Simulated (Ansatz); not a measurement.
`[NH2][Al]([F])[F]` + CH₃SH → `C[S][Al]([F])[F]` + NH₃ at 600 K and 1 bar (ligand exchange at the Al–N bond).

Gas-phase electronic energies from Ansatz, PBE0-D4/def2-TZVP geometries. CCSD(T)/CBS adds triple-zeta CCSD(T) − MP2 to the extrapolated MP2 energy (def2 sets, frozen cores). This one scheme is used for every species. One conformer a species, not always the lowest.

```
            species  CCSD(T)/CBS energy (Eh)  H − E (kJ/mol)  S (J/(mol·K))
`[NH2][Al]([F])[F]`               -497.71159           125.7          362.3
              CH₃SH               -438.22835           152.3          296.8
 `C[S][Al]([F])[F]`               -879.43566           173.6          440.9
                NH₃                -56.50880           112.4          219.5
```

H − E and S are ideal-gas, rigid-rotor, harmonic terms from PBE0-D4/def2-TZVP, for one conformer and one mirror image of each species. 1 Eh = 2625.50 kJ/mol, R = 8.31446 J/(mol·K).

Problem. By hand: ΔE, ΔH, ΔS and ΔG.

Solution. ΔE = (-879.43566) + (-56.50880) − (-497.71159) − (-438.22835) = -0.00452 Eh = -11.9 kJ/mol. Δ(H − E) = 173.6 + 112.4 − 125.7 − 152.3 = 8.0, so ΔH = -3.9 kJ/mol. ΔS = 440.9 + 219.5 − 362.3 − 296.8 = 1.3 J/(mol·K). ΔG = -3.9 − 600 × (1.3)/1000 = -4.7 kJ/mol.

Problem. By hand: the equilibrium constant, and the temperature at which ΔG would vanish if ΔH and ΔS stayed fixed.

Solution. log₁₀ K = −ΔG/(RT ln 10) = 0.4. ΔH and −TΔS have one sign here, so there is no such temperature.

The number of gas molecules stays the same, so ΔS is small and ΔH decides. The sign of ΔG lies within the doubt. A doubt of 5 kJ/mol in ΔE shifts log₁₀ K by 0.4 here. Other conformers and mirror images would add mixing entropy, several J/(mol·K) or more a flexible species. Modes under 60 cm⁻¹, often nearly free rotors, make the harmonic entropy too high. These are equilibria of isolated gas molecules and say nothing of rates. Largest T1 diagnostic: 0.012 (customary marks: 0.02 for closed shells, 0.045 for open ones).

ΔS is within the doubt of such terms, so its sign, and with it that verdict, could turn.
